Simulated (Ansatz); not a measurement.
B(H2O)Cl3 (BCl₃OH₂), 7 atoms. Hardware: 4 threads of Intel Xeon on a shared host.

Correlated methods freeze 17 core orbitals.

(1) How many basis functions does each of these Ansatz runs have, and roughly what does it cost? PBE-D4/def2-TZVPD, charge -1 doublet at the geometry of the charge 0 singlet, energy, from earlier orbitals; r2SCAN-D4/def2-TZVP, charge 0 singlet, energy, from earlier orbitals; PBE0-D4/def2-SVP, charge 0 singlet, energy, from earlier orbitals; LC-ωPBE (ω = 0.15 bohr⁻¹)/def2-TZVP, charge -1 doublet at the geometry of the charge 0 singlet, energy, from earlier orbitals; r2SCAN-D4/def2-TZVP, charge 1 doublet at the geometry of the charge 0 singlet, energy, from earlier orbitals; PBE-D4/def2-TZVP, charge 1 doublet at the geometry of the charge 0 singlet, energy, from earlier orbitals; r2SCAN0-D4/def2-TZVP, charge 0 singlet, energy, from earlier orbitals; ωB97X-V/def2-TZVP, charge 0 singlet, energy, from earlier orbitals; PBE0-D4/def2-TZVPD, charge -1 doublet at the geometry of the charge 0 singlet, energy, from earlier orbitals; LC-ωPBE (ω = 0.10 bohr⁻¹)/def2-TZVP, charge 1 doublet at the geometry of the charge 0 singlet, energy, from earlier orbitals; MP2/def2-TZVP, charge 0 singlet, energy, from earlier orbitals; PBE0-D4/def2-SVP, charge -1 doublet at the geometry of the charge 0 singlet, energy with a search over starts.

Results:

(1) Other jobs shared the machine, so times can vary by a factor of up to 3. A dash marks memory too small to be measured apart from the calling script's.

```json
{"run": "PBE0-D4/def2-SVP, charge 0 singlet, energy, from earlier orbitals", "functions": "92", "fitting or Cholesky vectors": "860", "wall time": "9.6 s", "peak host memory (GiB)": "–"}
{"run": "PBE0-D4/def2-SVP, charge -1 doublet at the geometry of the charge 0 singlet, energy with a search over starts", "functions": "92", "fitting or Cholesky vectors": "860", "wall time": "10 s", "peak host memory (GiB)": "–"}
{"run": "PBE-D4/def2-TZVP, charge 1 doublet at the geometry of the charge 0 singlet, energy, from earlier orbitals", "functions": "185", "fitting or Cholesky vectors": "1176", "wall time": "14 s", "peak host memory (GiB)": "–"}
{"run": "r2SCAN-D4/def2-TZVP, charge 0 singlet, energy, from earlier orbitals", "functions": "185", "fitting or Cholesky vectors": "1176", "wall time": "15 s", "peak host memory (GiB)": "–"}
{"run": "MP2/def2-TZVP, charge 0 singlet, energy, from earlier orbitals", "functions": "185", "fitting or Cholesky vectors": "1158", "wall time": "17 s", "peak host memory (GiB)": "–"}
{"run": "LC-ωPBE (ω = 0.15 bohr⁻¹)/def2-TZVP, charge -1 doublet at the geometry of the charge 0 singlet, energy, from earlier orbitals", "functions": "185", "fitting or Cholesky vectors": "1176", "wall time": "20 s", "peak host memory (GiB)": "–"}
{"run": "PBE-D4/def2-TZVPD, charge -1 doublet at the geometry of the charge 0 singlet, energy, from earlier orbitals", "functions": "233", "fitting or Cholesky vectors": "1291", "wall time": "22 s", "peak host memory (GiB)": "–"}
{"run": "r2SCAN0-D4/def2-TZVP, charge 0 singlet, energy, from earlier orbitals", "functions": "185", "fitting or Cholesky vectors": "1212", "wall time": "23 s", "peak host memory (GiB)": "–"}
{"run": "LC-ωPBE (ω = 0.10 bohr⁻¹)/def2-TZVP, charge 1 doublet at the geometry of the charge 0 singlet, energy, from earlier orbitals", "functions": "185", "fitting or Cholesky vectors": "1176", "wall time": "24 s", "peak host memory (GiB)": "–"}
{"run": "r2SCAN-D4/def2-TZVP, charge 1 doublet at the geometry of the charge 0 singlet, energy, from earlier orbitals", "functions": "185", "fitting or Cholesky vectors": "1176", "wall time": "25 s", "peak host memory (GiB)": "–"}
{"run": "ωB97X-V/def2-TZVP, charge 0 singlet, energy, from earlier orbitals", "functions": "185", "fitting or Cholesky vectors": "1197", "wall time": "28 s", "peak host memory (GiB)": "0.58"}
{"run": "PBE0-D4/def2-TZVPD, charge -1 doublet at the geometry of the charge 0 singlet, energy, from earlier orbitals", "functions": "233", "fitting or Cholesky vectors": "1375", "wall time": "31 s", "peak host memory (GiB)": "0.91"}
```
